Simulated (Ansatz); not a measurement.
Born–Oppenheimer molecular dynamics of BCl2H3O2 (8 atoms, charge 0, multiplicity 1). It starts at the highest image of a converged band, a first-order saddle point between two minima.

Level of theory: RKS PBE0-D4/def2-SVP in Ansatz.

```yaml
ensemble: NVE (velocity Verlet)
time_step: 0.5 fs
steps_asked: 200
starting_velocities_drawn_for: 300 K
seed: 10787
```

First frame:

```xyz
8
Properties=species:S:1:pos:R:3
B -0.010 0.304 -0.054
Cl -0.074 -0.294 2.158
O 1.226 0.057 -0.517
H 1.322 -0.809 -0.924
Cl -1.484 -0.368 -0.811
O -0.165 1.682 0.487
H -1.053 2.020 0.297
H -0.156 1.173 1.552
```

Task: How far do the bonds stretch over the last three quarters of this one trajectory? (Pairs bonded in most of those frames.)

Result: 
```
  bond  mean (Å)  spread (Å)  shortest  longest
 B1–O3     1.348       0.016      1.32     1.38
B1–Cl5     1.811       0.026      1.76     1.85
 B1–O6     1.353       0.012      1.33     1.38
Cl2–H8     1.294       0.044      1.23     1.36
 O3–H4     0.963       0.023      0.93     1.00
 O6–H7     0.962       0.006      0.95     0.97
```

Mean temperature of the second half: 1096 K. The conserved energy stayed within 0.21 meV per atom of its start (net change 0.14 meV per atom), so the integration is sound. The system heated up, since it started high on the potential surface and ran downhill. A run of 0.1 ps of so small a system gives no equilibrium averages. The orbitals stay closed-shell, which can raise the energy where a bond breaks towards radicals; this wasn't checked here.

Time of the run: 12 min on 2 threads of Arm Neoverse N1, with other jobs on the host, peak memory 0.19 GiB.
